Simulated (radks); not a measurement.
Values are calculated unless marked as measured or tabulated.
Q: These are the eigenvalues of the occupied orbitals of an atom or ion with whole-number occupations (eV). Code: a radial shooting solver on a logarithmic mesh with Libxc functionals. Model: scalar-relativistic Kohn-Sham, PBE, spin-polarised, spherical densities, finite nucleus; Fermi nuclear charge, rms radius of each element as measured or else 0.836 A^(1/3) + 0.57 fm.

| orbital | eigenvalue |
|---|---|
| 1s down | -73876.98 |
| 1s up | -73876.98 |
| 2s up | -12892.81 |
| 2s down | -12892.62 |
| 2p up | -11233.51 |
| 2p down | -11233.36 |
| 3s up | -3024.026 |
| 3s down | -3023.965 |
| 3p up | -2536.565 |
| 3p down | -2536.496 |
| 3d up | -1991.187 |
| 3d down | -1991.057 |
| 4s up | -662.5119 |
| 4s down | -662.3364 |
| 4p up | -502.5614 |
| 4p down | -502.3994 |
| 4d up | -303.7465 |
| 4d down | -303.5565 |
| 5s up | -122.8017 |
| 5s down | -121.2670 |
| 4f up | -82.9019 |
| 4f down | -82.5646 |
| 5p up | -82.1112 |
| 5p down | -80.1352 |
| 5d up | -35.9747 |
| 5d down | -33.6507 |

Which element is it, and in what charge state? The configuration may be excited.

A: Z = 76, osmium, charge +3: Os3+ in [Xe] 4f14 5d(up 4, down 1). The list shows which subshells hold electrons but not how many an open one holds; the 1s level, -2714.9 hartree, gives Z - s = 73.7 by -(Z - s)^2/2, which with screening and relativity narrows Z to a few neighbours, and the depths of the outer levels then fix element, charge and occupations together.
